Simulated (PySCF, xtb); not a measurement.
ClH4NO2Si, SMILES N[Si](O)(O)Cl.

xtb with GFN2-xTB at its own geometry gives an orbital gap of 8.06 eV and a dipole moment of 2.33 D.

Coordinates come from a PBE0-D3(BJ)/def2-SVP optimisation. Other conformers were not sampled.

What does B3LYP/def2-TZVP run with PySCF give? (The exact figures need the calculation; the answer reports its results.)

gap 7.91 eV (levels -7.79 and 0.13 eV), dipole 1.49 D.
